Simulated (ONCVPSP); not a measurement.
## Before and after: ONCV potential for chlorine (Cl)

Cl (Z = 17), optimised norm-conserving Vanderbilt (ONCV), made with ONCVPSP 4.0.1 (PBE, non-relativistic). Core [He], reference 2s2 2p6 3s1.5 3p5.5. Waves: 2s+3s: rc 0.80 bohr, ncon 3, nbas 8, qcut 16.7 1/bohr, 3 projectors, debl 0.3 Ha; 2p+3p: rc 0.65 bohr, ncon 3, nbas 7, qcut 20.5 1/bohr, 2 projectors. Local part: polynomial inside 0.60 bohr (lpopt 1, dvloc0 1 Ha). Core correction: Teter function fitted to the true core (icmod 2), fcfact 0.5.

In the s channel the program set the typed energies aside and used -9.248, -0.766, 0.250 Ha.

All-electron outer shells of the reference configuration (PBE, non-relativistic, ld1.x):

```
shell  level (eV)  outermost node (bohr)  outermost maximum (bohr)
   1s    -2741.17                      –                      0.06
   2s     -251.65                   0.12                      0.36
   2p     -192.24                      –                      0.30
   3s      -20.85                   0.56                      1.29
   3p       -8.88                   0.53                      1.43
```

Change: p: qcut 17.5.

Cutoffs: the cutoffs (Ha) at which the residual kinetic energy of the hardest occupied pseudo-wave falls to 1 and 0.1 mHa per electron; they do not see the model core or the augmentation charge, which bear on the density cutoff. Errors are all-electron minus pseudo energies relative to the spin-unpolarised reference configuration.

Q: How do hardness, ghosts and transferability respond?

A: The potential gets neither clearly harder nor softer (172 Ha and 192 Ha → 144 Ha and 379 Ha); the errors of the 4 common tests hardly move; neither file shows a bound ghost.

| quantity | base | changed |
| --- | --- | --- |
| cutoff, loose | 172 Ha | 144 Ha |
| cutoff, tight | 192 Ha | 379 Ha |
| loose cutoff by channel | s 48 Ha, p 172 Ha | s 48 Ha, p 144 Ha |
| bound ghosts | none | none |
| GHOST(+) flags under 300 eV | none | none |
| error for 2s2 2p6 3s2 3p5, meV [ΔE -5.97 eV] | 0.0 | -0.1 |
| error for 2s2 2p6 3s2 3p4, meV [ΔE 7.92 eV] | +0.9 | +0.9 |
| error for 2s2 2p6 3s2 3p3, meV [ΔE 33.38 eV] | +4.2 | +4.7 |
| error for 2s2 2p6 3s1 3p5, meV [ΔE 20.43 eV] | -0.5 | -0.6 |
| s: phases at 0.81 bohr within 0.05 rad from the reference energy up to (Ha; the scan ends near 5) | to the end of the scan | to the end of the scan |
| p: phases at 0.66 bohr within 0.05 rad from the reference energy up to (Ha; the scan ends near 5) | to the end of the scan | to the end of the scan |
| rms error of d²Exc/dni dnj with the model core, mHa | 2.93 | 2.81 |
